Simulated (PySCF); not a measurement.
A series of substituents X on one scaffold: ethynyl-X. Gas-phase values, no solvent. One relaxed conformer stands for each flexible species; it need not be the lowest. Strings in code marks are SMILES.

Level of theory: PySCF with PBE-D3(BJ)/def2-TZVP // B3LYP-D3(BJ)/def2-TZVP. 

```tsv
species	HOMO (eV)	dipole moment (D)	S1 oscillator strength
X = acetyl	-6.18	2.93	0.000
X = mercapto (`C#CS`)	-5.83	0.83	0.000
X = methylthio (`C#CSC`)	-5.41	1.61	0.000
X = ethynyl	-6.59	0.00	0.000
X = siloxy	-6.04	1.67	0.001
X = cyanomethyl (`C(CC#C)#N`)	-7.29	3.62	0.001
```
